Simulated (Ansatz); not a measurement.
Li3N⁻. Total charge -1; doublet. Geometry PBE0-D4/def2-TZVP, that of the neutral singlet; atoms count from 1.

```xyz
4

Li    0.608    0.387    1.560
Li   -1.073    1.081   -0.796
Li    0.477   -1.460   -0.770
N    -0.012   -0.007    0.007
```

The charge -1 doublet is spin-contaminated (final ⟨S²⟩ up to 0.83, 0.75 for a pure state). The highest occupied level of the charge -1 doublet lies above zero (up to 0.73 eV). Energy differences put its binding near zero (0.09 eV; vertical, to the charge 0 singlet, at PBE0-D4/def2-TZVPD), which leaves it undecided. The structure comes from a short search, and lower isomers may exist.

Estimate the Mulliken populations from the PBE0/def2-TZVPD orbitals of Ansatz.


```tsv
atom	charge (e)	spin (α − β)
Li1	0.04	0.53
Li2	0.04	0.53
Li3	0.04	0.53
N4	-1.13	-0.59
```
Mulliken values and Mayer orders depend strongly on the basis. With diffuse functions, as here, like atoms can get unlike values, and bond orders can come out too low or too high.

Where does the spin sit?

Summed by element: Li 1.59, N -0.59, of 1 unpaired in all. Largest on single atoms: N4 -0.59, Li1 0.53, Li3 0.53.

And the Mayer bond orders between bonded heavy atoms (over 0.3)?

Li1–Li2 0.36 (2.98 Å); Li1–Li3 0.36 (2.98 Å); Li1–N4 0.61 (1.72 Å); Li2–Li3 0.36 (2.98 Å); Li2–N4 0.61 (1.72 Å); Li3–N4 0.61 (1.72 Å).
